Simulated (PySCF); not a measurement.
Cl₂H₅NSi₂.

```xyz
10

Si     0.5490    -0.7226     0.0000
Cl     1.1879     0.3220     1.6956
Cl     1.1879     0.3220    -1.6956
Si    -1.7941    -0.5497     0.0000
N     -2.2250     1.1351     0.0000
H      1.2557    -2.0313     0.0000
H     -2.3386    -1.1967    -1.2267
H     -2.3386    -1.1967     1.2267
H     -1.9814     1.6718     0.8298
H     -1.9814     1.6718    -0.8298
```
Charge 0, spin multiplicity 1.

The structure is a stationary point at B3LYP-D3(BJ)/def2-SVP. This is a generated structure with no PubChem entry under its InChIKey; it may be hypothetical. Other conformers were not sampled.

Calculation: PBE/pcSseg-1 (PySCF). Non-relativistic, no solvent.

Give the absolute GIAO shielding of each atom: isotropic value and principal components (ppm). (Estimate from the structure and the level; the computed values follow.)


```
atom  σ(iso)    σ11    σ22     σ33   span
----  ------  -----  -----  ------  -----
Si1    304.8  248.7  330.1   335.6   86.8
Cl2    871.0  682.0  892.2  1038.9  356.8
Cl3    871.0  682.0  892.2  1038.9  356.8
Si4    383.2  346.9  367.0   435.6   88.7
N5     270.1  231.1  262.4   316.8   85.6
H6      24.9   21.1   23.3    30.2    9.1
H7      26.3   22.8   24.9    31.1    8.3
H8      26.3   22.8   24.9    31.1    8.3
H9      31.2   23.9   27.7    42.0   18.1
H10     31.2   23.9   27.7    42.0   18.1
```
